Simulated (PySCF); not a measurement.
Mg(OH)(GeH3) (GeH₄MgO), SMILES [Mg]([GeH3])[OH].

Geometry: PBE0-D3(BJ)/def2-TZVP. Other conformers were not sampled.

Level of theory: PBE0-D3(BJ)/def2-TZVP run with PySCF.

Frequencies are harmonic and unscaled.

Modes within 1.5 cm⁻¹ of each other (mostly degenerate sets) share a row, with their intensities summed.

```tsv
mode	ν (cm⁻¹)	IR (km/mol)	moving atoms (share of kinetic energy)
1–2	92	223.8	Mg 47 %, O 38 %, H 13 %
3–4	135	87.2	H 87 %, Mg 12 %
5	247	0.0	Ge 34 %, Mg 33 %, O 30 %
6–7	361	0.0	H 90 %
8	781	334.2	H 86 %
9	805	39.6	O 44 %, Mg 40 %, H 15 %
10–11	889	81.1	H 99 %
12	2103	88.8	H 99 %
13–14	2110	272.4	H 98 %
15	4084	102.2	H 94 %
```
